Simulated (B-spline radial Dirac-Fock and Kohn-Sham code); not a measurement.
# Form factor and incoherent scattering function of Rh⁴³⁺

System: the Rh⁴³⁺ ion, configuration 1s2.

Method: Dirac-Fock orbitals of the configuration average with a finite nucleus. Computed with an atomic code on a B-spline grid. f₀ is the Fourier transform of the spherical electron density, S the Waller-Hartree incoherent function, and s = sin θ/λ. The electron scattering factor follows from the Mott-Bethe formula f_e = 0.023934 Å⁻¹·(Z − f₀)/s².

```csv
s (Å⁻¹),f₀,S,f_e (Å)
0,2.000,0.000,–
0.05,2.000,0.000,411.665
0.1,2.000,0.000,102.917
0.15,2.000,0.001,45.741
0.2,1.999,0.002,25.730
0.25,1.999,0.003,16.467
0.3,1.998,0.004,11.436
0.35,1.997,0.005,8.402
0.4,1.997,0.007,6.433
0.45,1.996,0.008,5.083
0.5,1.995,0.010,4.117
0.6,1.993,0.015,2.859
0.7,1.990,0.020,2.101
0.8,1.987,0.026,1.609
0.9,1.983,0.033,1.271
1,1.979,0.041,1.030
1.1,1.975,0.050,0.851
1.2,1.970,0.059,0.715
1.4,1.960,0.080,0.526
1.6,1.948,0.103,0.403
1.8,1.934,0.129,0.318
2,1.919,0.158,0.258
2.5,1.876,0.240,0.165
3,1.825,0.334,0.115
3.5,1.768,0.437,0.084
4,1.705,0.546,0.065
5,1.568,0.771,0.042
6,1.422,0.989,0.029
```

f₀ starts at the number of electrons, 2. The sum of ⟨r²⟩ over the electrons is 0.002827 bohr². For an ion f_e diverges as s goes to zero, because of the net charge.
